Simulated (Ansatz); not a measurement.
Reaction (ligand exchange at a Ga–O bond): `C[CH](C)[Ga]([OH])[CH](C)C` + H–F → `C[CH](C)[Ga]([F])[CH](C)C` + H₂O

Gas-phase electronic energies from Ansatz, PBE0-D4/def2-TZVP geometries. CBS: MP2 limit from def2 TZ/QZ plus the TZ coupled-cluster correction, frozen cores. This one scheme is used for every species. DFT in def2-TZVPP. B3LYP here is the variant with VWN-RPA as its local correlation; programs differ in this. HSE06 is defined as in plane-wave codes. For Ga outer-core shells are correlated without core-valence functions, which leaves a few kJ/mol of doubt a bond. Scalar relativity is left out up to krypton. One conformer a species, not always the lowest.

```
             level  ΔE (kJ/mol)  difference from CCSD(T)/CBS
            PBE-D4        -39.3                         -3.9
         revPBE-D4        -37.4                         -2.0
           PBE0-D4        -39.2                         -3.8
          HSE06-D4        -39.1                         -3.7
            B2PLYP        -40.9                         -5.5
            r2SCAN        -42.4                         -7.0
              PBE0        -41.6                         -6.2
             B3LYP        -46.2                        -10.8
           r2SCAN0        -41.9                         -6.5
RPA@PBE/def2-TZVPP        -32.9                          2.5
       HF/def2-SVP        -55.4                        -20.0
  CCSD(T)/def2-SVP        -41.6                         -6.2
    MP2/def2-TZVPP        -30.8                          4.6
SCS-MP2/def2-TZVPP        -34.7                          0.7
   CCSD/def2-TZVPP        -35.9                         -0.5
CCSD(T)/def2-TZVPP        -33.7                          1.7
       CCSD(T)/CBS        -35.4                            0
```

Largest T1 diagnostic among the species: 0.012.

In def2-TZVPP, CCSD(T) changes the Hartree–Fock value by +16.5 kJ/mol (the triples alone add +2.2 kJ/mol) and MP2 by +19.4 kJ/mol. At CCSD(T), def2-SVP lies −6.2 kJ/mol from the extrapolated value and def2-TZVPP +1.7 kJ/mol.
